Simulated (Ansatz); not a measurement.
Conformers of `CN([SiH2]O)[SiH](F)F`, each relaxed with PBE0-D4/def2-TZVP in Ansatz. CBS adds the triple-zeta coupled-cluster correction to the MP2 limit.

Not all of them had a frequency check.

Conformer A:

Cartesian coordinates in Å:
```
C -0.614 0.127 1.451
N 0.084 -0.168 0.190
Si -0.901 -0.398 -1.212
O -1.753 0.939 -1.643
Si 1.779 -0.161 0.193
F 2.325 -1.088 1.362
F 2.356 1.280 0.538
H -1.571 -0.401 1.484
H -0.811 1.196 1.564
H -0.027 -0.209 2.308
H -1.952 -1.393 -0.906
H 0.020 -0.836 -2.289
H -1.267 1.708 -1.945
H 2.331 -0.597 -1.096
```

Conformer B:

Z-matrix (Å, degrees):
```
C
N 1 1.465
H 1 1.090 2 110.8
H 1 1.095 2 111.4 3 120.1
H 1 1.095 2 110.9 3 -119.5
Si 2 1.733 1 116.8 3 174.7
Si 2 1.696 1 122.8 3 -4.4
O 6 1.641 2 107.8 1 -176.1
H 6 1.489 2 108.4 1 -53.3
H 6 1.482 2 111.7 1 67.6
F 7 1.588 2 108.1 1 6.0
F 7 1.595 2 110.5 1 122.6
H 7 1.469 2 116.4 1 -116.1
H 8 0.960 6 118.1 2 68.1
```

Question: Which is lowest in electronic energy at CCSD(T)/CBS (frozen core, def2 sets), and by how much? (Estimate.)

Answer: The calculation gave: A; B lies 7.2 kJ/mol higher.

Question: Give the energies relative to A (kJ/mol) with PBE-D4/def2-TZVPP, B3LYP-D4/def2-TZVPP, ωB97X-V/def2-TZVPP, B2PLYP/def2-TZVPP, PBE0/def2-TZVPP, HF/CBS(def2), MP2/CBS(def2). (Best estimate.)

Answer: Ansatz gave: 
| level | B |
| --- | --- |
| PBE-D4/def2-TZVPP | 7.2 |
| B3LYP-D4/def2-TZVPP | 5.9 |
| ωB97X-V/def2-TZVPP | 5.8 |
| B2PLYP/def2-TZVPP | 7.4 |
| PBE0/def2-TZVPP | 7.1 |
| HF/CBS(def2) | 6.5 |
| MP2/CBS(def2) | 7.5 |

B3LYP here is the variant with VWN-RPA as its local correlation; programs differ in this.
